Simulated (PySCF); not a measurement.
# CrH₃: breathing scan

Computed with UPBE0/[Cr def2-TZVP, H def2-TZVP], no relativity, density fitting, PySCF.

Rigid scan from the quartet minimum (Cr–H 1.616 Å (×3); H–Cr–H 106.8° (×3)). Coordinate: all bonds to the central atom scaled together. Energies in kJ/mol from the minimum.

Task: Predict the curve at 0.88, 0.92, 0.96, 1.00, 1.04, 1.08, 1.14, 1.22, 1.35.

Result: 
```tsv
scale of all bonds to the centre	E (kJ/mol)	dipole size (D)	⟨S²⟩
0.88	81.2	2.72	3.84
0.92	32.7	2.81	3.87
0.96	7.4	2.88	3.91
1.00	0.0	2.94	3.97
1.04	6.0	2.98	4.04
1.08	21.9	3.01	4.14
1.14	57.8	3.02	4.30
1.22	117.7	3.00	4.55
1.35	221.1	2.90	4.95
```

Spin contamination is strong at 1.00, 1.04, 1.08, 1.14, 1.22, 1.35, so these points are less reliable.

With open d or f shells other occupations or spin states may lie lower.

Other isomers or separated fragments may lie lower.
